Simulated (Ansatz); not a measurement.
C3H8Si (`CC(C)[SiH]`). Total charge 0; spin multiplicity 1. The geometry is a stationary point of PBE0-D4/def2-TZVP.

```xyz
12

C    -0.866    0.160   -1.122
C    -0.492    0.220    0.344
C     0.573   -0.795    0.768
Si    0.732    1.496    1.038
H    -1.543    0.975   -1.389
H     0.024    0.254   -1.751
H    -1.367   -0.780   -1.380
H    -1.374    0.127    0.979
H     1.044   -1.276   -0.088
H     1.448   -0.314    1.330
H     0.222   -1.531    1.491
H     1.601    1.463   -0.220
```

Task: What is the dipole moment at PBE/def2-TZVPP? (Best estimate.)

Result: Computed: 1.87 D, with components (-0.64, -1.68, -0.53) D in this frame, pointing from negative to positive charge.

Task: And with r2SCAN, B3LYP, ωB97M-V? (Estimate.)

Result: Computed: r2SCAN 1.95 D, B3LYP 1.74 D, ωB97M-V 1.69 D.

Task: Give the Mulliken charges with PBE, r2SCAN, ωB97M-V in def2-TZVPP. (Estimate.)

Result: Computed: 
| atom | PBE | r2SCAN | ωB97M-V |
| --- | --- | --- | --- |
| C1 | -0.25 | -0.15 | -0.31 |
| C2 | -0.05 | -0.04 | -0.16 |
| C3 | -0.16 | -0.08 | -0.22 |
| Si4 | -0.02 | 0.06 | 0.02 |
| H5 | 0.08 | 0.05 | 0.10 |
| H6 | 0.08 | 0.04 | 0.10 |
| H7 | 0.08 | 0.04 | 0.11 |
| H8 | 0.07 | 0.03 | 0.10 |
| H9 | 0.10 | 0.06 | 0.12 |
| H10 | 0.06 | 0.04 | 0.10 |
| H11 | 0.10 | 0.07 | 0.11 |
| H12 | -0.08 | -0.12 | -0.06 |

B3LYP here is the variant with VWN-RPA as its local correlation; programs differ in this.
